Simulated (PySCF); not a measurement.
Static response to an electric field

Species: 3-ethynylpyridine, C7H5N.
Geometry (PBE0-D3(BJ)/def2-SVP, Å), atoms numbered from 1 in this order:
```
atom  x, y, z in Å
C1     3.167    0.474    0.140
C2     1.970    0.283    0.091
C3     0.563    0.052    0.032
C4    -0.362    1.092    0.215
C5    -1.718    0.800    0.145
C6    -2.106   -0.517   -0.105
N7    -1.241   -1.513   -0.281
C8     0.053   -1.237   -0.214
H9     4.227    0.644    0.183
H10   -0.009    2.106    0.408
H11   -2.469    1.581    0.282
H12   -3.169   -0.777   -0.166
H13    0.751   -2.069   -0.361
```

Level: B3LYP/def2-SVPD (PySCF), static field, nuclei fixed, core orbitals frozen in the response. The polarisability tensor in these axes (au):

```
x   136.45   6.58   2.23
y     6.58  82.13   6.20
z     2.23   6.20  50.42
```

Task: Diagonalise the tensor; give its mean and Δα, where Δα² is half the sum of the squared differences of the eigenvalues.

Result: Principal values 49.24, 82.42 and 137.34 au; mean 89.67 au = 13.29 Å³ = 14.78 × 10⁻⁴⁰ C²·m²/J; Δα = 77.06 au (86 % of the mean).

Task: What is the dipole moment, and where does it point?

Result: (0.24, 1.99, 0.37) D, 2.04 D in size, pointing from the negative to the positive side. Measured along this direction, the outermost atoms are H13 at the negative end and H10 at the positive end.

Task: How large is μ²/3kT at 273 K beside α?

Result: In Gaussian units μ²/3kT = 36.85 Å³ against 13.29 Å³, a ratio of 2.77; the Debye molar polarisation (4π/3)N_A(α + μ²/3kT) is 126.5 cm³/mol, leaving out the vibrational part.

Task: In TDDFT the mean static polarisability is Σ f/ω² over all singlet excitations (ω in hartree). How much of it do the 10 lowest give? Their energies (eV) and oscillator strengths: 4.45, 0.0008; 4.81, 0.0029; 4.95, 0.1284; 5.20, 0.1931; 5.36, 0.0001; 6.13, 0.0000; 6.16, 0.0000; 6.19, 0.1162; 6.61, 0.0082; 6.63, 0.0621.

Result: They add up to 12.73 au, 14.2 % of the 89.67 au; the largest single term is 5.29 au, from the state at 5.20 eV. Terms in order: 0.03, 0.09, 3.89, 5.29, 0.00, 0.00, 0.00, 2.24, 0.14, 1.04 au. Higher excitations give the rest. The strengths listed sum to 0.512.

Task: What would n − 1 = 2πNα be for an ideal gas of these molecules at 350 K and 1 atm, electronic part alone?

Result: N = p/kT = 2.0968 × 10¹⁹ cm⁻³, so n − 1 = 2π × N × 13.29 × 10⁻²⁴ cm³ = 1751 × 10⁻⁶ at long wavelengths.

Task: Along which axes do the principal values lie, and how far do the nuclei extend along each?

Result: Largest value along (0.99, 0.12, 0.03), where the nuclei span 7.52 Å; middle along (-0.13, 0.98, 0.18), 4.31 Å; least along (-0.01, -0.18, 0.98), 0.00 Å. The response follows the extents in order.

Geometry: PBE0-D3(BJ)/def2-SVP; no solvent, vibrations or thermal averaging.
